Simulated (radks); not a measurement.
Values are calculated unless marked as measured or tabulated.
These are the eigenvalues of the occupied orbitals of an atom or ion with whole-number occupations (hartree). Code: a radial shooting solver on a logarithmic mesh with Libxc functionals. Model: Dirac Kohn-Sham, LDA (Slater exchange, Perdew-Wang correlation), spin-unpolarised, spherical densities, point nucleus.

| orbital | eigenvalue |
|---|---|
| 1s1/2 | -3231.401 |
| 2s1/2 | -578.0663 |
| 2p1/2 | -555.2655 |
| 2p3/2 | -474.8709 |
| 3s1/2 | -139.2430 |
| 3p1/2 | -128.9421 |
| 3p3/2 | -111.0081 |
| 3d3/2 | -94.03831 |
| 3d5/2 | -90.21975 |
| 4s1/2 | -32.01270 |
| 4p1/2 | -27.55761 |
| 4p3/2 | -23.15811 |
| 4d3/2 | -15.89229 |
| 4d5/2 | -15.07128 |
| 5s1/2 | -5.96062 |
| 4f5/2 | -5.65419 |
| 4f7/2 | -5.46913 |
| 5p1/2 | -4.43458 |
| 5p3/2 | -3.60389 |
| 5d3/2 | -1.49996 |
| 5d5/2 | -1.40260 |
| 6s1/2 | -1.05289 |
| 6p1/2 | -0.73160 |

Which element is it, and in what charge state? The configuration may be excited. Open shells, if any, fill j = l - 1/2 first.

Answer. Z = 82, lead, charge +2: Pb2+ in [Xe] 4f14 5d10 6s1 6p1. The list shows which subshells hold electrons but not how many an open one holds; the 1s level, -3231.4 hartree, gives Z - s = 80.4 by -(Z - s)^2/2, which with screening and relativity narrows Z to a few neighbours, and the depths of the outer levels then fix element, charge and occupations together.
